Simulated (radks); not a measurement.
Q: The mean radii <r> (bohr) of the occupied orbitals of an atom or ion are listed with their occupations. All-electron calculation, scalar-relativistic Kohn-Sham, PBE, spin-polarised, spherical densities, finite nucleus; Fermi nuclear charge, rms radius of each element as measured or else 0.836 A^(1/3) + 0.57 fm. Program: a radial shooting solver on a logarithmic mesh with Libxc functionals.

orbital  occ.      <r>
1s          2  0.03170
2s          2   0.1298

Name the element and its charge. Open shells, if any, are filled with parallel spins first.

A: Z = 46, palladium, charge +42: Pd42+ in [He] 2s2. The 1s radius gives Z: for a bare nucleus <r> = (2 gamma + 1)/(2Z) with gamma = sqrt(1 - (Z/c)^2), 0.03135 bohr for Z = 46, and screening makes it slightly larger (0.03170 here). The occupations add up to 4, and the charge is Z minus that.
